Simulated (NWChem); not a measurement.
CH$_{6}$FNSi; SMILES C[SiH](N)F

```xyz
10

Si     0.0709    -0.0482    -0.3447
C     -0.9748     1.4099     0.1833
N     -0.6580    -1.5044     0.2110
F      1.5707     0.1959     0.2381
H      0.2206    -0.1800    -1.8151
H     -1.9617     1.3705    -0.2908
H     -1.1234     1.4188     1.2701
H     -0.5012     2.3591    -0.0905
H     -0.9739    -1.5866     1.1704
H     -0.3353    -2.3989    -0.1383
```
Atoms are numbered in this order, from 1.

All runs: NWChem. Structure relaxed at the B3LYP/6-31G* (spherical d) level.

Question: Predict the results for LDA (Slater exchange, VWN5)/def2-TZVP. Quantities: highest occupied level (eV); orbital gap (eV); dipole (D).

Answer: 
| Item | Result |
|---|---|
| highest occupied level (eV) | -6.60 |
| orbital gap (eV) | 6.49 |
| dipole (D) | 1.75 |
